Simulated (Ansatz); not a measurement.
Geometry optimisation, Ansatz, RKS PBE0-D4/def2-mTZVP.

Input file:

```yaml
crystal:
  periodic: [false, false, false]
  atoms:
    - { symbol: W, position_ang: [-0.174443, -0.198361, -0.688597] }
    - { symbol: H, position_ang: [1.123664, -0.273999, 1.922954] }
    - { symbol: H, position_ang: [0.845045, 0.37932, 1.980984] }
    - { symbol: H, position_ang: [0.623091, 1.254865, -0.423748] }
    - { symbol: H, position_ang: [-1.302314, 0.430218, 0.39229] }
    - { symbol: H, position_ang: [0.632634, -1.637693, -0.167455] }
    - { symbol: Cl, position_ang: [-0.847977, 0.04565, -2.78673] }
basis:
  gaussian: { orbitals: def2-mTZVP }
hamiltonian:
  xc: pbe0
  dispersion: d4
relax:
  f_tol: 0.03
  max_steps: 50
```

Command:

```bash
$ ansatz run input.yaml --threads 1 --pin off --max-ram 2048MiB --backend cpu --events-out ev --progress --plain --runs-dir out
```

Problem. Where does it end, and by what steps?

Solution. The run converged. After 12 steps the energy has fallen by 1.955 eV; H3 moved furthest, 1.23 Å. Parted: H2–H3 (0.71 → 1.86 Å). Joined: W1–H2 (2.92 → 1.68 Å), W1–H3 (2.92 → 1.68 Å).

```
step  energy less start (eV)  largest force component (eV/Å)  accepted
   0                  0.0000                           1.403       yes
   1                 -0.1088                           0.272       yes
   2                 -0.2942                           0.556       yes
   3                 -0.5875                           0.894       yes
   4                 -0.8238                           1.209       yes
   5                 -1.1482                           0.765       yes
   6                 -1.4371                           0.784       yes
   7                 -1.7333                           0.711       yes
   8                 -1.8944                           1.371       yes
   9                 -1.9392                           0.609       yes
  10                 -1.9502                           0.170       yes
  11                 -1.9532                           0.069       yes
  12                 -1.9549                           0.008       yes
```

```xyz
7
Properties=species:S:1:pos:R:3
W -0.079 -0.185 -0.090
H 1.382 -0.310 0.733
H 0.038 0.887 1.200
H 1.001 1.071 -0.200
H -1.523 0.043 0.786
H 0.516 -1.773 0.076
Cl -0.436 0.268 -2.275
```

Whether the end is a true minimum wasn't checked by a vibrational analysis.

The run took 41 s on 1 thread of Arm Neoverse V2 (shared host), peak memory 0.14 GiB.
